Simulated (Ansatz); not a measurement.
Species: H₂AlClN, SMILES `[NH2][Al][Cl]` (charge 0, multiplicity 2).

Problem. Give a relaxed geometry from r2SCAN-D4/def2-TZVP (Ansatz, a first-principles code).

Solution. the end point of this relaxation (outside a Z-matrix the atoms follow the SMILES, hydrogens last).
Cartesian coordinates (Å) in one orientation:
```xyz
5

N     -0.764    -0.071    -0.005
Al     0.843    -0.806     0.021
Cl     2.489     0.528     0.012
H     -0.933     0.925    -0.024
H     -1.636    -0.577    -0.004
```
